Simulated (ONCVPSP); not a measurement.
**Configuration tests for Pt (ONCV)**

| Property | Result |
| --- | --- |
| Element | Pt (Z = 78) |
| Generator | ONCVPSP 4.0.1 |
| Type | optimised norm-conserving Vanderbilt (ONCV) |
| Functional | PW91 |
| Relativity | fully relativistic |
| Frozen core | [Kr] 4d10 4f14 |
| Valence charge | 18 |
| Reference configuration | 5s2 5p6 5d9 (charge +1) |
| Partial waves | 5s: rc 1.60 bohr, ncon 4, nbas 8, qcut 6 1/bohr, 2 projectors, debl 1.6 Ha; 5p: rc 1.35 bohr, ncon 3, nbas 7, qcut 8.5 1/bohr, 2 projectors, debl 2.8 Ha; 5d: rc 1.65 bohr, ncon 4, nbas 7, qcut 5 1/bohr, 2 projectors, debl 0.7 Ha; f scattering state at 0.45 Ha: rc 1.35 bohr, ncon 3, nbas 6, qcut 7.9 1/bohr, local |
| Local potential | the f channel |
| Core correction | none |

Open shells are filled in proportion to 2j + 1.

In the s channel the program set the typed energies aside and used -4.040, 0.050 Ha.

Energies are relative to the spin-unpolarised reference configuration 5s2 5p6 5d9; without spin polarisation the order of configurations can differ from experiment. The f channel is local and has no spin–orbit splitting in the pseudo-atom.

```json
{"valence configuration": "5s2 5p6 5d8", "charge": "+2", "ΔE all-electron (eV)": "20.059", "error AE − PS (meV)": "+0.1"}
{"valence configuration": "5s2 5p6 5d7", "charge": "+3", "ΔE all-electron (eV)": "52.354", "error AE − PS (meV)": "+1.2"}
{"valence configuration": "5s2 5p6 5d9 6p1", "charge": "0", "ΔE all-electron (eV)": "-4.248", "error AE − PS (meV)": "+0.4"}
```

Q: What are ΔE and the potential's error for 5s2 5p6 5d9 6s1?

A: ΔE = -9.288 eV all-electron; the error (AE − PS) is -20 meV.

Levels in the configuration 5s2 5p6 5d9 6p1:

```tsv
level	all-electron (eV)	pseudo (eV)
5s j=1/2	-103.683	-103.675
5p j=3/2	-54.064	-54.059
5p j=1/2	-69.005	-68.997
5d j=5/2	-7.618	-7.618
5d j=3/2	-8.974	-8.973
6p j=3/2	-1.687	-1.688
6p j=1/2	-2.309	-2.309
```

Note: ghosts flagged at negative energy: s at -70.4 eV; no localised positive-energy state flagged. A true bound ghost makes a file unfit for plane-wave use.
